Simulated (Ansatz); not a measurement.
Total energies of CH7B2N, SMILES `BCBN`.

```xyz
11

B     1.2488    0.7210   -0.8156
C    -0.2614    0.4255   -0.8544
B    -0.4187   -0.7683    0.1811
N    -0.7741   -0.5305    1.5040
H     1.6863    1.6072   -0.1356
H     2.0267    0.0258   -1.4063
H    -0.8846    1.2723   -0.5567
H    -0.5734    0.0267   -1.8249
H    -0.2084   -1.9026   -0.1435
H    -0.8841   -1.2658    2.1806
H    -0.9572    0.3887    1.8713
```

The species carries charge 0 and has multiplicity 1. The geometry is a stationary point of PBE0-D4/def2-TZVP. It is one conformer, not always the lowest. Basis def2-TZVPP, Ansatz 0.2.0.

RPA on PBE orbitals: Hartree–Fock energy of these orbitals -145.81410 Eh, correlation -1.03213 Eh (frozen core).

| functional | energy without D4 (Eh) | D4 term (kJ/mol) |
| --- | --- | --- |
| LDA (SPW92) | -145.41440 | – |
| PBE | -146.63108 | -16.0 |
| revPBE | -146.80451 | -54.2 |
| BLYP | -146.77643 | -35.9 |
| B97M-V | -146.86709 | – |
| PBE0 | -146.66116 | -13.4 |
| r2SCANh | -146.75281 | -4.2 |
| r2SCAN0 | -146.74715 | -4.6 |
| BHLYP | -146.77266 | -18.0 |
| CAM-B3LYP | -146.76955 | -13.3 |
| ωB97X-V | -146.81295 | – |
| ωB97M-V | -146.77175 | – |
| B2PLYP | -146.71446 | – |
| PBE-QIDH | -146.64076 | – |

Question: Give the same for r2SCAN, B3LYP, HSE06 (plane-wave form), LC-ωPBE. (Best estimate.)

Answer: Ansatz gave: 
| functional | energy without D4 (Eh) | D4 term (kJ/mol) |
| --- | --- | --- |
| r2SCAN | -146.75705 | -4.0 |
| B3LYP | -146.87310 | -25.6 |
| HSE06 (plane-wave form) | -146.65147 | -12.3 |
| LC-ωPBE | -146.75232 | – |

B3LYP takes the VWN-RPA correlation (the form of Gaussian; ORCA's B3LYP/G). HSE06 is the plane-wave form, built on full-range PBE exchange. The double hybrids freeze the cores in their second-order part.

LC-ωPBE has ω = 0.4 bohr⁻¹.
